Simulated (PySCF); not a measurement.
pyrimidine-2-carbonitrile (C₅H₃N₃), SMILES c1nc(C#N)ncc1.

The structure is a stationary point at B3LYP-D3(BJ)/def2-SVP.

Two levels are set side by side: PBE/def2-TZVP (PySCF) and ωB97X/def2-TZVP (PySCF). Same geometry, gas phase. Differences are taken from unrounded values.

```csv
quantity,ωB97X
orbital gap (eV),10.40
highest occupied level (eV),-10.67
lowest empty level (eV),-0.27
dipole moment (D),6.47
```

### Question
What does PBE give, and how far is it from ωB97X? (Estimate from the structure and the level; the computed values follow.)

### Answer

| quantity | PBE | PBE minus ωB97X |
|---|---|---|
| orbital gap (eV) | 3.35 | -7.05 |
| highest occupied level (eV) | -6.59 | 4.08 |
| lowest empty level (eV) | -3.25 | -2.97 |
| dipole moment (D) | 6.17 | -0.30 |

PBE's occupied levels lie high since its potential decays too fast outside the molecule; exact exchange lowers them and widens the gap. Differences between two approximate levels are no errors against the true value.

Rough cost on one machine, each run with all the roots and properties that it gave: ωB97X against PBE within a factor of 2.
